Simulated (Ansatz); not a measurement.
Geometry optimisation, RHF/def2-SVP in Ansatz.

The input (input.yaml):

```yaml
crystal:
  periodic: [false, false, false]
  atoms:
    - { symbol: Hf, position_ang: [0.0, 0.0, 0.0] }
    - { symbol: F, position_ang: [0.0, 0.0, 1.98] }
    - { symbol: F, position_ang: [1.8671, 0.0, -0.6593] }
    - { symbol: F, position_ang: [-0.9326, 1.6157, -0.6593] }
    - { symbol: O, position_ang: [-0.975, -1.6891, -0.6893] }
    - { symbol: Si, position_ang: [-1.8567, -2.7511, 0.2684] }
    - { symbol: H, position_ang: [-1.4471, -2.6052, 1.6622] }
    - { symbol: H, position_ang: [-3.2801, -2.4505, 0.1462] }
    - { symbol: H, position_ang: [-1.6101, -4.1218, -0.1696] }
basis:
  gaussian: { orbitals: def2-SVP }
hamiltonian:
  xc: hf
relax:
  f_tol: 0.02
  max_steps: 40
output:
  orbitals: {}
```

Command:

```bash
$ ansatz run input.yaml --threads 2 --pin off --max-ram 3072MiB --backend cpu --events-out ev --progress --plain --runs-dir out
```

**Question.** Where does it end, and by what steps?

**Answer.** The run converged. The force dipped under the threshold on the way, but the program's further checks kept it going. After 8 steps the energy has fallen by 0.744 eV; O5 moved furthest, 0.94 Å.

| step | energy less start (eV) | largest force component (eV/Å) | accepted |
| --- | --- | --- | --- |
| 0 | 0.0000 | 2.049 | yes |
| 1 | -0.4604 | 1.234 | yes |
| 2 | -0.5647 | 0.484 | yes |
| 3 | -0.6349 | 0.394 | yes |
| 4 | -0.6990 | 0.172 | yes |
| 5 | -0.7323 | 0.067 | yes |
| 6 | -0.7420 | 0.018 | yes |
| 7 | -0.7421 | 0.131 | yes |
| 8 | -0.7441 | 0.005 | yes |

```xyz
9
Properties=species:S:1:pos:R:3
Hf 0.063 0.129 0.098
F 0.467 0.777 1.858
F 1.695 -0.270 -0.826
F -0.908 1.471 -0.869
O -1.013 -1.477 0.229
Si -1.931 -2.853 0.326
H -1.891 -3.373 1.709
H -3.327 -2.538 -0.044
H -1.391 -3.869 -0.601
```

Whether the end is a true minimum wasn't checked by a vibrational analysis.

Run time: 23 s on 2 threads of Arm Neoverse V1, on a shared host, peak memory 0.27 GiB.
